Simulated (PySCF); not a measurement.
Isomers of [C5H6F3O3S]- (charge -1), one GFN2-xTB conformer each. Single-point energies are computed at PBE0/pcSseg-1 (PySCF, gas phase, no added dispersion term), electronic only.

Problem. Rank them by PBE0/pcSseg-1 energy, lowest first (kJ/mol).
A. `[O:1]=[S:2](=[O:3])([O-:4])[CH2:5][C:6]([F:7])([F:8])[CH2:9]/[CH:10]=[CH:11]/[F:12]` (charge -1) with S2–C5–C6–F7 99°, C5–C6–C9–C10 -178°, C6–C9–C10–C11 125°
B. `[CH3:1][C@@H:2]1[C@H:3]([C:4]([F:5])([F:6])[F:7])[C@H:8]1[S:9](=[O:10])(=[O:11])[O-:12]` (charge -1) with C3–C8–S9–O10 148°
C. `[CH3:1][C@@:2]1([S:3](=[O:4])(=[O:5])[O-:6])[CH2:7][C@H:8]1[C:9]([F:10])([F:11])[F:12]` (charge -1) with C1–C2–S3–O4 60°

Solution. C (0.0), B (12.8), A (58.1).

As drawn, the lowest has a three-membered ring, which the highest lacks. Neighbours under 21 kJ/mol apart (C[C@@]1(S(=O)(=O)[O-])C[C@H]1C(F)(F)F and C[C@@H]1[C@H](C(F)(F)F)[C@H]1S(=O)(=O)[O-]) can change places with a better method, another conformer or zero-point energy. GFN2-xTB itself gives, in the same order: 0.0, 14.4, 32.2. Both levels put the same isomer lowest; measured from each level's own lowest isomer, the values differ by up to 25.9 kJ/mol (O=S(=O)([O-])CC(F)(F)C/C=C/F: 32.2 against 58.1).

Problem. As an exercise, what shares would exp(−E/RT) give at 500 K from these electronic energies alone (no entropy, no degeneracies)?

Solution. RT = 4.157 kJ/mol: C[C@@]1(S(=O)(=O)[O-])C[C@H]1C(F)(F)F 95.6 %, C[C@@H]1[C@H](C(F)(F)F)[C@H]1S(=O)(=O)[O-] 4.4 %, O=S(=O)([O-])CC(F)(F)C/C=C/F under 0.1 %.
